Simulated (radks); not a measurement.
Results of a calculation; reference values are marked as such.
Problem. The table gives one normalised radial function P(r) = r R(r) of In2+ in [Kr] 4d10 5s1 (r in bohr). Level of theory: scalar-relativistic Kohn-Sham, PBEsol, spin-polarised, spherical densities, finite nucleus; open shells are filled with parallel spins first (spin-orbit coupling, left out, can overturn this in heavy ions); Fermi nuclear charge, rms radius 4.6156 fm (a radial shooting solver on a logarithmic mesh with Libxc functionals).

r,P
0.001802,0.0868
0.002385,0.1093
0.003155,0.1362
0.004208,0.1683
0.005568,0.2027
0.007367,0.2377
0.009748,0.2679
0.013,0.2854
0.0172,0.2762
0.02276,0.2258
0.03036,0.1161
0.04017,-0.0502
0.05315,-0.2516
0.07088,-0.4266
0.09379,-0.4586
0.1241,-0.2577
0.1642,0.1635
0.219,0.6046
0.2898,0.6844
0.3834,0.2093
0.5113,-0.6243
0.6766,-1.2057
0.8952,-1.1896
1.194,-0.7363
1.58,-0.3025
2.09,-0.0786
2.766,-0.0117
3.689,-0.0008
4.881,0.0000
6.458,0.0000

Which n and l does it have? It may be an empty orbital.

Solution. n = 4, l = 0: the number of nodes gives n - l - 1 = 3, the rise at small r (about r^(l+1), flatter next to the nucleus through relativity) gives l, and the extent must fit the shell. The curve is that of 4s up; the table hardly tells the two spins apart. 4s up: eigenvalue -137.59 eV, 3 radial nodes at r = 0.0372, 0.149, 0.414 bohr, <r> = 0.848 bohr, 90 % of the charge inside 1.23 bohr.
